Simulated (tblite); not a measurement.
Compound: C5H4Cl3N.
SMILES with atom numbers: `[N:1]#[C:2][C@@H:3]1[CH2:4][C@:5]1([Cl:6])[CH:7]([Cl:8])[Cl:9]` (hydrogens: H10 on C3; H11, H12 on C4; H13 on C7)

Computed with GFN2-xTB (tblite), gas phase: Langevin dynamics at 300 K from the optimised GFN2-xTB geometry, time step 0.5 fs, friction 0.01 fs⁻¹, 2000 steps. Over the second half of the run the saved frames average 290 K.

The optimised geometry, where the run starts:
```
atom  x, y, z in Å
N1     -1.137    2.494   -1.017
C2     -1.076    1.362   -0.859
C3     -1.008   -0.043   -0.649
C4     -0.998   -0.579    0.764
C5      0.253   -0.637   -0.052
Cl6     0.764   -2.204   -0.667
C7      1.405    0.267    0.281
Cl8     2.428    0.536   -1.151
Cl9     2.376   -0.444    1.593
H10    -1.512   -0.624   -1.412
H11    -1.037    0.128    1.579
H12    -1.522   -1.504    0.950
H13     1.057    1.246    0.621
```

t = 225 fs, T = 284 K, E(pot) 0.462 eV above the start
```
atom  x, y, z in Å  |  force x, y, z in eV/Å
N1     -1.419    2.433   -0.913   -0.324   2.920  -0.515
C2     -1.456    1.331   -0.698    1.057  -3.185   0.538
C3     -1.247   -0.057   -0.434    0.216  -0.477   0.127
C4     -0.938   -0.579    0.970   -1.264   0.643   0.346
C5      0.095   -0.701   -0.042    1.228   0.635  -0.382
Cl6     0.533   -2.253   -0.705   -0.174  -0.247  -0.155
C7      1.352    0.151    0.229   -1.063   0.102  -2.085
Cl8     2.271    0.248   -1.415   -0.240  -0.120   1.290
Cl9     2.202   -0.371    1.603    0.809  -0.592   0.396
H10    -1.855   -0.731   -1.051    0.103   0.353   0.243
H11    -0.736    0.135    1.763   -0.254  -0.079  -0.091
H12    -1.577   -1.387    1.235    0.033  -0.617   0.426
H13     1.049    1.165    0.424   -0.125   0.663  -0.137
```

t = 250 fs, T = 270 K, E(pot) 0.372 eV above the start
```
atom  x, y, z in Å  |  force x, y, z in eV/Å
N1     -1.585    2.347   -0.851   -0.096   2.221  -0.551
C2     -1.348    1.263   -0.646   -0.487  -0.982   0.564
C3     -1.292   -0.091   -0.318    0.473  -1.080   0.302
C4     -0.919   -0.589    1.071   -0.445   0.707   1.053
C5      0.055   -0.683   -0.044    0.802  -0.302  -0.119
Cl6     0.497   -2.262   -0.727   -0.326   0.146   0.169
C7      1.261    0.235   -0.015   -0.629  -0.460   2.180
Cl8     2.218    0.138   -1.379    0.856   0.133  -1.234
Cl9     2.193   -0.433    1.479   -0.019   0.494  -0.503
H10    -1.940   -0.708   -0.889   -0.630  -0.381  -0.423
H11    -0.734    0.218    1.827   -0.108  -0.906  -0.670
H12    -1.419   -1.476    1.511    0.461   0.721  -0.653
H13     0.990    1.272    0.249    0.148  -0.311  -0.114
```

t = 275 fs, T = 331 K, E(pot) 0.221 eV above the start
```
atom  x, y, z in Å  |  force x, y, z in eV/Å
N1     -1.591    2.324   -0.856    0.167  -1.618   0.623
C2     -1.492    1.209   -0.558   -0.279   1.783  -0.924
C3     -1.367   -0.175   -0.313    0.168  -0.420   0.957
C4     -1.018   -0.621    1.102    0.209  -0.689  -0.446
C5      0.007   -0.743    0.016    0.086   0.791  -0.209
Cl6     0.399   -2.296   -0.703   -0.124  -0.105   0.237
C7      1.228    0.166    0.110   -0.433   0.242  -1.151
Cl8     2.200    0.082   -1.458   -0.520   0.291   0.507
Cl9     2.235   -0.490    1.346    0.475   0.058   0.721
H10    -2.070   -0.828   -0.803   -0.015   0.055  -0.430
H11    -0.896    0.124    1.848    0.263   0.523   0.399
H12    -1.394   -1.548    1.510   -0.303   0.046  -0.235
H13     0.959    1.247    0.276    0.304  -0.957  -0.049
```

t = 375 fs, T = 207 K, E(pot) 0.550 eV above the start
```
atom  x, y, z in Å  |  force x, y, z in eV/Å
N1     -1.627    2.390   -0.615    0.866  -1.338  -0.087
C2     -1.343    1.275   -0.489   -1.173   1.806   0.302
C3     -1.390   -0.109   -0.184   -1.095  -0.215   0.639
C4     -1.157   -0.557    1.270    0.751  -0.222  -0.614
C5     -0.127   -0.809    0.204   -0.123  -1.849  -0.719
Cl6     0.061   -2.580   -0.280   -0.185   1.037   0.216
C7      1.176   -0.103    0.046    0.723  -0.063  -0.068
Cl8     1.798   -0.218   -1.723   -0.374  -0.136   1.569
Cl9     2.353   -0.736    1.316   -0.600   0.340  -1.110
H10    -2.325   -0.512   -0.639    1.189  -0.277   0.005
H11    -0.889    0.108    2.053    0.069   0.763   0.273
H12    -1.682   -1.421    1.671   -0.042   0.169  -0.478
H13     1.096    0.971    0.217   -0.007  -0.014   0.072
```

t = 400 fs, T = 395 K, E(pot) 0.325 eV above the start
```
atom  x, y, z in Å  |  force x, y, z in eV/Å
N1     -1.398    2.309   -0.590   -0.407   0.749   0.079
C2     -1.573    1.213   -0.330    1.187  -1.410  -0.489
C3     -1.446   -0.209   -0.113   -1.435   0.373   0.300
C4     -1.100   -0.608    1.306    1.583   2.344   0.048
C5     -0.138   -0.888    0.177   -0.928  -0.569   0.475
Cl6    -0.006   -2.595   -0.203    0.035  -0.134  -0.399
C7      1.126   -0.145    0.036    0.733  -0.497   0.593
Cl8     1.756   -0.240   -1.595    0.143  -0.024  -0.190
Cl9     2.297   -0.798    1.252    0.120  -0.108  -0.201
H10    -2.220   -0.799   -0.613    0.259   0.160   0.093
H11    -0.726    0.231    1.958   -0.647  -0.775  -0.561
H12    -1.649   -1.316    1.843   -0.404  -1.089   0.312
H13     1.035    0.873    0.338   -0.240   0.981  -0.060
```

t = 425 fs, T = 296 K, E(pot) 0.459 eV above the start
```
atom  x, y, z in Å  |  force x, y, z in eV/Å
N1     -1.277    2.168   -0.528    0.413   2.334  -0.671
C2     -1.398    1.058   -0.378   -1.308  -2.497   1.145
C3     -1.603   -0.310    0.053    1.363   1.692  -1.623
C4     -1.110   -0.644    1.383   -0.155  -0.572   2.516
C5     -0.207   -0.898    0.221   -0.437  -0.297   0.991
Cl6    -0.029   -2.599   -0.168    0.172  -0.157  -0.252
C7      1.063   -0.112    0.165    0.208  -1.105  -0.670
Cl8     1.737   -0.324   -1.466    0.078   0.544  -0.476
Cl9     2.213   -0.890    1.233    0.522  -0.277   0.789
H10    -2.345   -0.855   -0.452   -0.728  -0.575  -0.475
H11    -0.920    0.168    2.110    0.078  -0.531  -0.573
H12    -1.498   -1.560    1.882    0.085   0.838  -0.429
H13     1.020    0.907    0.496   -0.292   0.604  -0.271
```

t = 500 fs, T = 269 K, E(pot) 0.472 eV above the start
```
atom  x, y, z in Å  |  force x, y, z in eV/Å
N1     -1.084    2.221   -0.560   -0.152   0.033   0.030
C2     -1.272    1.126   -0.291    0.187  -0.837   0.231
C3     -1.411   -0.275    0.039   -1.078   0.818  -1.000
C4     -1.208   -0.799    1.434   -1.239   1.611   1.278
C5     -0.225   -1.100    0.375    0.070   0.053   0.927
Cl6    -0.108   -2.674   -0.218   -0.005  -1.467  -0.567
C7      1.045   -0.406    0.466    2.235   0.903  -0.284
Cl8     1.693   -0.251   -1.249    0.122  -0.263   0.882
Cl9     2.247   -1.240    1.652   -1.026   0.725  -1.217
H10    -2.178   -0.771   -0.539   -0.088   0.034  -0.247
H11    -1.006    0.075    2.106    0.093  -1.334  -0.152
H12    -1.960   -1.509    1.800    0.694   0.220  -0.141
H13     0.933    0.651    0.762    0.185  -0.496   0.262
```

t = 850 fs, T = 327 K, E(pot) 0.369 eV above the start
```
atom  x, y, z in Å  |  force x, y, z in eV/Å
N1     -0.804    2.407   -0.541    0.458   1.488  -0.019
C2     -1.159    1.352   -0.318    0.416   0.946  -0.314
C3     -1.596    0.059   -0.245   -1.590  -1.302  -0.275
C4     -1.753   -0.654    1.048   -1.804  -0.543   1.809
C5     -0.638   -1.031    0.201   -0.052  -0.565  -1.057
Cl6    -0.735   -2.551   -0.681    0.191  -0.044   0.106
C7      0.704   -0.509    0.510    0.821  -1.193  -0.017
Cl8     1.621   -0.325   -0.976    0.308   0.182  -0.239
Cl9     1.624   -1.549    1.654   -0.150  -0.130  -0.104
H10    -2.439   -0.087   -0.934    0.598  -0.380  -0.153
H11    -1.649   -0.156    2.011    0.283  -0.083  -0.300
H12    -2.595   -1.361    1.054    0.377   0.287   0.148
H13     0.590    0.404    1.025    0.145   1.337   0.416
```

t = 1000 fs
```
atom  x, y, z in Å
N1     -1.363    2.475   -0.432
C2     -1.491    1.358   -0.406
C3     -1.662   -0.094   -0.355
C4     -1.856   -0.676    1.038
C5     -0.677   -1.072    0.271
Cl6    -0.631   -2.706   -0.466
C7      0.672   -0.638    0.498
Cl8     1.813   -0.767   -0.894
Cl9     1.460   -1.564    1.879
H10    -2.194   -0.463   -1.189
H11    -1.763    0.043    1.819
H12    -2.523   -1.500    1.224
H13     0.650    0.358    0.844
```

Question: Estimate the potential energy and the forces of this last frame.

Answer: 0.411 eV above the start.

```json
{"atom": "N1", "Fx (eV/Å)": "0.210", "Fy (eV/Å)": "2.379", "Fz (eV/Å)": "-0.048"}
{"atom": "C2", "Fx (eV/Å)": "0.068", "Fy (eV/Å)": "-3.744", "Fz (eV/Å)": "0.074"}
{"atom": "C3", "Fx (eV/Å)": "-0.056", "Fy (eV/Å)": "0.892", "Fz (eV/Å)": "0.812"}
{"atom": "C4", "Fx (eV/Å)": "-0.478", "Fy (eV/Å)": "-0.263", "Fz (eV/Å)": "-0.267"}
{"atom": "C5", "Fx (eV/Å)": "0.095", "Fy (eV/Å)": "-0.712", "Fz (eV/Å)": "-1.667"}
{"atom": "Cl6", "Fx (eV/Å)": "-0.429", "Fy (eV/Å)": "0.191", "Fz (eV/Å)": "0.175"}
{"atom": "C7", "Fx (eV/Å)": "2.205", "Fy (eV/Å)": "-0.423", "Fz (eV/Å)": "0.859"}
{"atom": "Cl8", "Fx (eV/Å)": "-0.602", "Fy (eV/Å)": "0.107", "Fz (eV/Å)": "0.286"}
{"atom": "Cl9", "Fx (eV/Å)": "-0.347", "Fy (eV/Å)": "0.157", "Fz (eV/Å)": "-0.378"}
{"atom": "H10", "Fx (eV/Å)": "-0.667", "Fy (eV/Å)": "-0.337", "Fz (eV/Å)": "-0.644"}
{"atom": "H11", "Fx (eV/Å)": "0.138", "Fy (eV/Å)": "0.141", "Fz (eV/Å)": "0.559"}
{"atom": "H12", "Fx (eV/Å)": "-0.468", "Fy (eV/Å)": "0.206", "Fz (eV/Å)": "-0.038"}
{"atom": "H13", "Fx (eV/Å)": "0.333", "Fy (eV/Å)": "1.407", "Fz (eV/Å)": "0.278"}
```

The bond farthest from its length at the start is C5–C7 (1.435 against 1.502 Å), and half the difference of its two atoms' forces along it is +1.24 eV/Å (positive lengthens). The largest atomic force is 3.75 eV/Å.

The cost below is that of the whole dynamics run. On one thread of an Intel Xeon Platinum 8488C (shared host), this took 19 s wall and 0.18 GiB of memory at its peak.
